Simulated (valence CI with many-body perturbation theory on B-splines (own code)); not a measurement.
Values are calculated unless marked as measured or tabulated.
From CI to CI+MBPT in Sn²⁷⁺

Method: configuration interaction combined with many-body perturbation theory (CI+MBPT): five valence electrons over a frozen Dirac-Fock core [Ar], radial functions for each j: 7 s, 7 p, 8 d, 6 f, 4 g, 1 h, with the one-electron correlation potential Σ1 (screened to all orders), the two-electron term Σ2, the three-electron term Σ3, Breit, model QED; selected single and double excitations, second order for the rest (own B-spline code, finite nucleus).

The last digits are not significant, and no measured levels were compared; by estimate large intervals hold to a few tenths of a per cent, small ones and those within an open d or f shell to about a per cent. Core correlation moves these levels by up to 12000 cm⁻¹, and in measured spectra 5 to 20 % of such shifts remained as error; rates that hang on mixing are uncertain with them. Only levels of the ground parity were solved; by the run's estimate the other parity begins above the list, which can be wrong where configurations are misplaced.

Each rung adds one term. CI alone is the Dirac-Coulomb CI over the frozen core; QED comes last and gives the full result, which names the levels. Energies are above (3d3/2^3 3d5/2^2) J=5/2 [a] on the same rung, in eV.

Levels are named by their leading jj configuration (3d3/2^4 stands for four electrons in 3d with j = 3/2), which in mixed levels can hold well under half, so a name can repeat and another be missing. Letters in brackets count levels of one name in rising energy.

| Level | CI alone | Σ1 | Σ2 | Σ3 | Breit | QED | Full |
| --- | --- | --- | --- | --- | --- | --- | --- |
| (3d3/2^4 3d5/2) J=5/2 | 10.984 | -0.0187 | -0.4088 | -0.1698 | +0.2033 | -0.0115 | 10.578 |
| (3d3/2^3 3d5/2^2) J=7/2 [a] | 16.162 | +0.0285 | -0.2913 | -0.1181 | -0.1402 | +0.0043 | 15.645 |
| (3d3/2^3 3d5/2^2) J=3/2 | 16.710 | +0.0272 | -0.4959 | -0.1656 | +0.0694 | +0.0037 | 16.148 |
| (3d3/2^3 3d5/2^2) J=11/2 | 17.131 | +0.0361 | -0.0857 | -0.1789 | -0.5264 | +0.0073 | 16.384 |
| (3d3/2^3 3d5/2^2) J=5/2 [b] | 18.051 | +0.0574 | -0.2746 | -0.1225 | -0.1216 | +0.0148 | 17.604 |
| (3d3/2^3 3d5/2^2) J=9/2 | 18.339 | +0.0504 | -0.1612 | -0.1172 | -0.3789 | +0.0123 | 17.745 |
| (3d3/2^3 3d5/2^2) J=1/2 | 19.569 | +0.0519 | -0.4700 | -0.1544 | -0.0465 | +0.0122 | 18.962 |
| (3d3/2^2 3d5/2^3) J=7/2 [a] | 22.812 | +0.0747 | -0.4174 | -0.0813 | -0.3004 | +0.0198 | 22.107 |
| (3d3/2^3 3d5/2^2) J=5/2 [c] | 23.619 | +0.0676 | -0.4941 | -0.0793 | -0.2052 | +0.0175 | 22.926 |
| (3d3/2^2 3d5/2^3) J=11/2 | 25.787 | +0.0934 | +0.1202 | -0.2354 | -0.6547 | +0.0260 | 25.137 |
| (3d3/2^3 3d5/2^2) J=7/2 [b] | 26.398 | +0.0626 | -0.5712 | -0.2643 | -0.2551 | +0.0141 | 25.384 |
| (3d3/2^2 3d5/2^3) J=1/2 [a] | 26.655 | +0.1143 | -0.4373 | -0.0668 | -0.2507 | +0.0343 | 26.048 |
| (3d3/2^2 3d5/2^3) J=3/2 [a] | 26.935 | +0.0916 | -0.4969 | -0.0853 | -0.2544 | +0.0254 | 26.215 |
| (3d3/2^2 3d5/2^3) J=9/2 [a] | 28.035 | +0.0845 | -0.3868 | -0.1391 | -0.4792 | +0.0217 | 27.136 |
| (3d3/2^2 3d5/2^3) J=3/2 [b] | 28.086 | +0.0975 | -0.3757 | -0.1809 | -0.1829 | +0.0272 | 27.471 |
| (3d3/2^2 3d5/2^3) J=13/2 | 28.609 | +0.1082 | +0.2075 | -0.2706 | -1.0110 | +0.0309 | 27.674 |
| (3d3/2^2 3d5/2^3) J=5/2 [a] | 30.015 | +0.1107 | -0.4583 | -0.0867 | -0.3282 | +0.0305 | 29.283 |
| (3d3/2^2 3d5/2^3) J=9/2 [b] | 33.107 | +0.1132 | -0.2069 | -0.2249 | -0.5434 | +0.0309 | 32.276 |
| (3d3/2^2 3d5/2^3) J=5/2 [b] | 33.909 | +0.1440 | -0.3256 | -0.1790 | -0.4058 | +0.0439 | 33.186 |

The middle columns are the shifts that each term adds.

(1) How does the ionisation energy move along the ladder, and which term matters most?

## Answers

(1) CI alone 1496.1, + Σ1 1498.3, + Σ2 1507.4, + Σ3 1507.4, + Breit 1507.4, + QED 1507.4 eV. The largest step is Σ2, 9.1 eV. NIST lists 1508 ± 4 eV (theoretical).
